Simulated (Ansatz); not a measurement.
```xyz
10

Si   -1.316    1.363    0.249
Si    0.739    0.246    0.205
N     0.880   -1.095   -0.945
Al    1.074   -2.009    0.558
H    -1.371    2.299    1.407
H    -2.427    0.380    0.386
H    -1.558    2.156   -0.991
H     1.831    1.267    0.130
H     0.833   -1.088   -1.952
H     1.315   -3.518    0.953
```

Charge 0, multiplicity 1.

Question: List the r2SCAN/def2-TZVPP orbital energies in eV (Ansatz 0.2.0). (An estimate is asked.)

Answer: Computed: Occupied: -1790.92, -1790.58, -1517.18, -384.74, -141.32, -141.09, -110.70, -96.20, -96.16, -96.15, -95.94, -95.94, -95.93, -71.02, -70.86, -70.80, -21.33, -14.13, -13.20, -11.11, -9.64, -8.77, -8.67, -8.21, -7.82, -6.31, -5.68. Lowest empty: -1.72, -1.62, -0.53, 0.38, 0.70, 0.86, 1.34, 1.51.
